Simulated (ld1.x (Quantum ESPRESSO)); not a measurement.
## Before and after: TM potential for Au

| Property | Result |
| --- | --- |
| Element | Au (Z = 79) |
| Generator | ld1.x (Quantum ESPRESSO) 7.5 |
| Type | norm-conserving Troullier–Martins (Kleinman–Bylander form) |
| Functional | PW91 |
| Relativity | scalar-relativistic |
| Frozen core | [Kr] 4d10 4f14 |
| Valence charge | 19 |
| Reference configuration | 5s2 5p6 5d8 6s0 6p0 (charge +3) |
| Partial waves | 5s (bound): rc 1.55 bohr; 5p (bound): rc 1.40 bohr; 5d (bound): rc 1.80 bohr |
| Local potential | the d channel |
| Core correction | Bessel-smoothed model core inside 0.85 bohr |

Change: wave 5p (bound): rc 1.40 bohr becomes 5p (bound): rc 2.08 bohr.

Cutoffs: the cutoffs (Ry, on a coarse ladder) from which the occupation-weighted sum of valence levels, in a spherical-Bessel basis at the reference potential, stays within 10 and 1 mRy of its value at 400 Ry; they do not see the model core or the augmentation charge, which bear on the density cutoff. Errors are all-electron minus pseudo energies relative to the spin-unpolarised reference configuration.

Problem. Predict the effect on cutoff, ghosts and configuration errors.

Solution. The potential gets softer (90 Ry and 120 Ry → 70 Ry and 90 Ry); of the 7 tests that both files solve, the error grows in 2 and shrinks in 2 by more than 15 % and 0.3 meV (median size 350.6 → 347.4 meV); neither file shows a bound ghost. A larger radius leaves more room for a smooth pseudo-wave, so fewer plane waves are needed.

```csv
quantity,base,changed
"cutoff, loose",90 Ry,70 Ry
"cutoff, tight",120 Ry,90 Ry
loose cutoff by channel (10 mRy a level),"s 40 Ry, p 55 Ry, d 40 Ry","s 40 Ry, p 30 Ry, d 40 Ry"
bound ghosts,none,none
"error for 5s2 5p6 5d10 6s1 6p0, meV [ΔE -64.73 eV]",-351,-347
"error for 5s2 5p6 5d10 6s0 6p0, meV [ΔE -55.24 eV]",+13,+17
"error for 5s2 5p6 5d9 6s0 6p0, meV [ΔE -33.96 eV]",+7.9,+9.4
"error for 5s2 5p6 5d9 6s1 6p0, meV [ΔE -52.54 eV]",-494,-492
"error for 5s2 5p6 5d9 6s1 6p1, meV [ΔE -57.22 eV]",-537,-441
"error for 5s1 5p6 5d10 6s1 6p0, meV [ΔE 50.62 eV]",-996,-952
"error for 5s2 5p6 5d7 6s0 6p0, meV [ΔE 47.79 eV]",-16,-12
```
